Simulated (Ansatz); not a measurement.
```yaml
crystal:
  periodic: [false, false, false]
  atoms:
    - {symbol: Cu, position_ang: [-1.413146, 0.407000, 0.474396]}
    - {symbol: Se, position_ang: [0.326704, -1.224364, -1.786987]}
    - {symbol: Se, position_ang: [-0.176887, 1.906407, 1.640409]}
    - {symbol: Se, position_ang: [1.419510, -1.279441, 0.311320]}
    - {symbol: Se, position_ang: [-1.972676, -0.830333, -1.340011]}
    - {symbol: Se, position_ang: [1.816495, 1.020731, 0.700863]}
basis:
  gaussian: {orbitals: def2-TZVPD, initial_orbitals: start.molden}
magnetization: {spin_polarized: true, initial_magnetization: 1}
hamiltonian: {xc: pbe0, dispersion: d4}
scf: {omitted_lower_state_checks: [starts]}
output: {orbitals: {seedname: orbitals}}
```

The file start.molden holds the orbitals of an earlier run on this structure, at another level or in another basis.

```sh
$ ansatz run in.yaml --threads 4 --pin off --events-out ev --progress --plain --max-ram 4787MiB
```

Q: Does this run fit into the memory that it is given?

A: No. It has 333 basis functions, and Ansatz plans for 6 GiB where 5 GiB are given.
